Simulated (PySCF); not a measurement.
# Correlation energy of Bi (bismuth, neutral)

[Xe] 4f14 5d10 6s1 6p4, high-spin 4P determinant (an excited configuration). Computed with PySCF 2.14 in x2c-TZVPPall, with scalar relativity by spin-free X2C-1e. Frozen: [Xe] 4f14 5d10; 5 electrons correlated.

```tsv
level	correlation energy (mhartree)
CCSD	-81.04
(T)	-6.80
CCSD(T)	-87.84
```

Diagnostics: T1 = 0.022, D1 = 0.0580, largest double amplitude 0.254.

Spin-orbit coupling is strong in this species (close to jj coupling), so the high-spin LS determinant is a model state, not a physical level. A double-excitation amplitude exceeds 0.15, a sign of near-degeneracy.

Cost of the coupled-cluster step: roughly 2.1 core-seconds, for 5 correlated electrons.

Spin-orbit coupling is strong in this species, so the high-spin LS determinant is a model state.
